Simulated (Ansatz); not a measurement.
Job for Ansatz (an electronic-structure program): R-CCSD(T)/cc-pVTZ on BFH2Se2 (SMILES FB([SeH])[SeH]), a point of a torsion scan. The run froze 30 orbitals, filled d shells among them.

Ansatz 0.2 input:
```yaml
crystal:
  periodic: [false, false, false]
  atoms:
    - {symbol: F, position_ang: [0.40436006, 2.04185881, 0.22156998]}
    - {symbol: B, position_ang: [0.17247034, 0.75516064, 0.08991638]}
    - {symbol: Se, position_ang: [-1.65994196, 0.24157803, -0.41505448]}
    - {symbol: Se, position_ang: [1.72426720, -0.37187159, 0.06367812]}
    - {symbol: H, position_ang: [-1.82302651, -0.81803749, 0.54978126]}
    - {symbol: H, position_ang: [1.05539016, -1.61506535, -0.24072863]}
basis:
  gaussian:
    orbitals: cc-pVTZ
magnetization: {spin_polarized: false}
correlation: {method: ccsd_t, electrons: outside_noble_gas}
scf: {lower_state_search: off}
```

The log:

```
WARN ansatz: RAYON_NUM_THREADS=1 ignored (pool sized by the plan → 1); use --threads N
Functional definition: HF
these checks for a lower state are left out or cut short: stability, starts, cluster_reference, orbital_swaps, neighbouring_geometries, increment
integrals: 0.54 GiB planned
1088 factors; integrals over basis functions are off by at most 1.4e-3 eV
mean field: 0.72 GiB planned
mean field evaluation 1: about -134019.5406 eV, gradient 2.7e1 eV
mean field evaluation 2: about -134019.7296 eV, gradient 2.7e1 eV
mean field evaluation 4: about -134021.6760 eV, gradient 2.9e0 eV
mean field evaluation 8: about -134021.7234 eV, gradient 2.2e-1 eV
mean field -134021.72375754 eV, -4925.2075049023 hartree, gradient 1.9e-6 eV, S^2 0.000000; 0 other end points of the search recorded, 0 dependent functions left out
30 core orbitals not correlated
reference -134021.72375754 eV, -4925.2075049023 hartree; 12, 12 occupied and 132, 132 virtual orbitals, 1088 factors
second order -17.82352725 eV of doubles, -0.00000000 eV of singles
coupled cluster: 1.16 GiB planned
cycle   1  -18.23814149 eV  change   -4.1e-1 eV  update   1.0e-1
cycle   2  -18.66552536 eV  change   -4.3e-1 eV  update   3.0e-2
cycle   3  -18.76435012 eV  change   -9.9e-2 eV  update   1.7e-2
cycle   4  -18.75424744 eV  change    1.0e-2 eV  update   4.6e-3
cycle   5  -18.75106770 eV  change    3.2e-3 eV  update   2.0e-3
cycle   6  -18.75158438 eV  change   -5.2e-4 eV  update   7.7e-4
cycle   7  -18.75118696 eV  change    4.0e-4 eV  update   2.6e-4
cycle   8  -18.75120975 eV  change   -2.3e-5 eV  update   1.0e-4
cycle   9  -18.75127082 eV  change   -6.1e-5 eV  update   4.2e-5
cycle  10  -18.75125901 eV  change    1.2e-5 eV  update   1.5e-5
perturbative correction -0.75912194 eV, -0.0278972166 hartree
Total energy: -134041.23413848 eV, -4925.9244981775 hartree
Checks for a lower state left out: stability, starts, cluster_reference, orbital_swaps, neighbouring_geometries, increment
```

The calculation finished and met its thresholds.

Cost: roughly 25 core-seconds.
